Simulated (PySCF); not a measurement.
# SiBr: from constants to spectrum

PBE0 constants of SiBr, ²Π (doublet), unpaired electrons π ↑ (PySCF, scalar-relativistic core potentials, basis sets Si cc-pV(T+d)Z, Br cc-pVTZ-PP with ECP10; masses 27.9769 and 78.9183 u):

```
ωe            : 422.9 cm⁻¹
ωexe          : 1.36 cm⁻¹
Be            : 0.16399 cm⁻¹
αe            : 0.000801 cm⁻¹
De to Si + Br : 3.90 eV
```

(1) What force constant and bond length do these constants imply?

(2) Estimate the centrifugal constant D from the Kratzer relation and find the Dunham coefficient a1.

Spin–orbit coupling is left out. The state is the lowest determinant that a PBE0 search found; another state may lie lower at other levels.

Results:

(1) Reduced mass μred = 20.655 u; k = 5.8918×10⁻⁷·μred·ωe² (u, cm⁻¹, mdyn/Å) = 2.18 mdyn/Å; Re = √(16.8576/(μred·Be)) (u, cm⁻¹, Å) = 2.231 Å.

(2) D = 4Be³/ωe² = 9.86e-08 cm⁻¹; a1 = −1 − αeωe/(6Be²) = -3.10.
